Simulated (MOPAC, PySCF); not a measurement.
H4S4Sn, SMILES `[SH][Sn]([SH])([SH])[SH]`, neutral singlet in the gas phase. 

Cartesian coordinates (Å):
SMILES: [SH][Sn]([SH])([SH])[SH]
```xyz
9

S      0.1143     2.2769     0.7534
Sn     0.0254    -0.0144    -0.0042
S     -1.1164    -1.5745     1.4434
S     -1.2106     0.0084    -2.0788
S      2.3162    -0.7669    -0.1373
H     -1.1861     2.4896     0.4815
H     -0.1080    -1.5923     2.3338
H     -1.3416    -1.3305    -2.0952
H      2.7273     0.3714    -0.7249
```
Charge 0, spin multiplicity 1.

All levels are single points at this geometry (B3LYP-D3(BJ)/def2-TZVP); Pople sets use spherical d functions. Orbital energies aren't observables, and empty levels follow the basis.

M06-2X/6-31G* (LANL2DZ on Sn) in PySCF gives dipole (D) = 0.02.

Task: Estimate the dipole (D) from each of these levels: B3LYP-D3(BJ)/def2-TZVP in PySCF; PBE-D3(BJ)/def2-TZVP in PySCF; B3LYP/6-311+G** (LANL2DZ on Sn) in PySCF; B3LYP/6-31G* (LANL2DZ on Sn) in PySCF; B3LYP/LANL2DZ in PySCF; BP86/6-31G* (LANL2DZ on Sn) in PySCF; PBE/6-31G* (LANL2DZ on Sn) in PySCF; SVWN5/6-31G* (LANL2DZ on Sn) in PySCF; AM1 in MOPAC; PM3 in MOPAC; PM6 in MOPAC; PM7 in MOPAC.

Result: 
```json
[
 {"level": "B3LYP-D3(BJ)/def2-TZVP in PySCF", "dipole (D)": "0.01"},
 {"level": "PBE-D3(BJ)/def2-TZVP in PySCF", "dipole (D)": "0.01"},
 {"level": "B3LYP/6-311+G** (LANL2DZ on Sn) in PySCF", "dipole (D)": "0.02"},
 {"level": "B3LYP/6-31G* (LANL2DZ on Sn) in PySCF", "dipole (D)": "0.02"},
 {"level": "B3LYP/LANL2DZ in PySCF", "dipole (D)": "0.02"},
 {"level": "BP86/6-31G* (LANL2DZ on Sn) in PySCF", "dipole (D)": "0.02"},
 {"level": "PBE/6-31G* (LANL2DZ on Sn) in PySCF", "dipole (D)": "0.02"},
 {"level": "SVWN5/6-31G* (LANL2DZ on Sn) in PySCF", "dipole (D)": "0.02"},
 {"level": "AM1 in MOPAC", "dipole (D)": "0.03"},
 {"level": "PM3 in MOPAC", "dipole (D)": "0.02"},
 {"level": "PM6 in MOPAC", "dipole (D)": "0.02"},
 {"level": "PM7 in MOPAC", "dipole (D)": "0.03"}
]
```
